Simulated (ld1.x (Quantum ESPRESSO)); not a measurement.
Ag (Z = 47), PAW: configuration errors across variants

Ag (Z = 47), PAW, made with ld1.x (Quantum ESPRESSO) 7.5 (LDA (PZ), fully relativistic). Core [Ar] 3d10, reference 4s2 4p6 4d8 5s0 5p0 (charge +3). Waves: 4s (bound): rcut 1.35, rcutus 1.70 bohr; 5s (bound, empty): rcut 1.35, rcutus 1.70 bohr; 4p (bound): rcut 1.30, rcutus 1.45 bohr; 5p (bound, empty): rcut 1.30, rcutus 1.45 bohr; 4d (bound): rcut 1.65, rcutus 1.80 bohr; 4d channel at -0.75 Ry: rcut 1.65, rcutus 1.80 bohr. Local part: all-electron potential smoothed inside 1.70 bohr (lloc = -1). Core correction: Bessel-smoothed model core inside 1.50 bohr. Augmentation charge: BG, radius 1.25 bohr.

Open shells are filled in proportion to 2j + 1 (rel_dist='average').

All-electron excitation energies from the reference (eV): (1) 4s2 4p6 4d10 5s1 5p0 -66.920; (2) 4s2 4p6 4d10 5s0 5p0 -58.816; (3) 4s2 4p6 4d9 5s0 5p0 -36.432; (4) 4s2 4p6 4d10 5s0 5p1 -62.904; (5) 4s2 4p6 4d9 5s1 5p0 -53.539; (6) 4s2 4p6 4d7 5s0 5p0 51.922; (7) 4s2 4p6 4d10 5s0.5 5p0 -63.734.

2 further variants failed, have other tests or another functional or relativity, and are left out.

Errors AE − PS in meV (a dash: test not solved or not reliable):

| change | (1) | (2) | (3) | (4) | (5) | (6) | (7) | bound ghosts |
| --- | --- | --- | --- | --- | --- | --- | --- | --- |
| base | +150 | +227 | +87 | +206 | +19 | +239 | +187 | not determined |
| local potential all-electron potential smoothed inside 1.45 bohr (lloc = -1) | +105 | +138 | +45 | +160 | +14 | +96 | +123 | not determined |
| waves 4p (bound): rcut 1.30, rcutus 1.56 bohr; 5p (bound): rcut 1.30, rcutus 1.56 bohr | +187 | +271 | +109 | +249 | +28 | – | – | not determined |
| core correction Bessel-smoothed model core inside 1.06 bohr | +158 | +237 | +92 | +215 | +20 | +278 | +196 | not determined |
| local potential all-electron potential smoothed inside 1.30 bohr (lloc = -1) | +82 | +140 | +50 | +111 | -19 | +15 | +118 | not determined |
| waves 4d (bound): rcut 1.64, rcutus 1.74 bohr; 4d channel at -0.75 Ry: rcut 1.64, rcutus 1.74 bohr | +54 | +113 | +43 | +99 | +0.7 | +96 | +80 | not determined |
| all radii but the core radius scaled by about 1.21 (s 2.06, p 1.76, d 2.18 bohr, rcut 1.64/1.58/2.00); local potential all-electron potential smoothed inside 2.06 bohr (lloc = -1); augmentation BG, radius 1.52 bohr | – | – | – | – | – | – | – | not determined |
| wave 4d channel at -0.75 Ry: rcut 1.65, rcutus 1.80 bohr becomes 4d channel at -0.89 Ry: rcut 1.65, rcutus 1.80 bohr | +142 | +219 | +84 | +198 | +17 | +226 | +178 | not determined |

(1) Give the same row for: augmentation BESSEL, radius 1.25 bohr.

Answers

(1) +6.1, +4.1, +1.1, +5.6, +4.3, +1.0, +5.4; bound ghosts: not determined.
